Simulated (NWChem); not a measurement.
Molecule: InHBr2; SMILES [Br][InH][Br]

```xyz
4

In     0.0000     0.0000    -0.7714
H      0.0000     0.0000    -2.4789
Br    -2.0734     0.0000     0.5826
Br     2.0734     0.0000     0.5826
```
Atoms are numbered in this order, from 1.

Computed with NWChem. The geometry was optimised at PBE0/def2-SVP. def2 effective core potentials on In; no spin-orbit coupling. Static field.

For level LDA (Slater exchange, VWN5)/def2-SVPD:

* **anisotropy (bohr³)**: 43.7

What are these values for level PBE/def2-SVPD?

The anisotropy (bohr³) comes out as 42.6.
